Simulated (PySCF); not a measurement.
```xyz
4
charge 0 multiplicity 1, angstrom
N     0.0000    0.0000   -1.3267
Nb    1.4101    0.0000    0.0668
Nb   -0.7051    1.2212    0.0668
Nb   -0.7051   -1.2212    0.0668
```

All numbers come from PBE0 in PySCF with N def2-TZVP, Nb def2-TZVP with ECP28; scalar-relativistic core potentials, no spin–orbit coupling; density-fitted integrals.

This geometry of Nb₃N is a stationary point at this level.

Problem. What is the point group?

Solution. C3v.

Problem. Is it a minimum?

Solution. Yes: all harmonic wavenumbers are real.

Problem. List the harmonic modes with their infrared intensities.

Solution. 
```csv
symmetry,ω (cm⁻¹),"IR (km/mol, summed over degenerate members)"
e,304,43.8
a1,370,11.0
e,762,3974
a1,809,137
```

Problem. What are the dipole moment and the gap between the highest occupied and lowest empty levels?

Solution. 0.14 D and 1.36 eV.

Problem. What is the atomisation energy, with and without zero-point energy?

Solution. 1143 kJ/mol without, 1123 kJ/mol with.

In C3v the vibrations span 2e + 2a1.

Stability towards spin polarisation was not tested. Only a few start shapes were tried, so a lower isomer may exist. The small gap makes a closed-shell description doubtful.
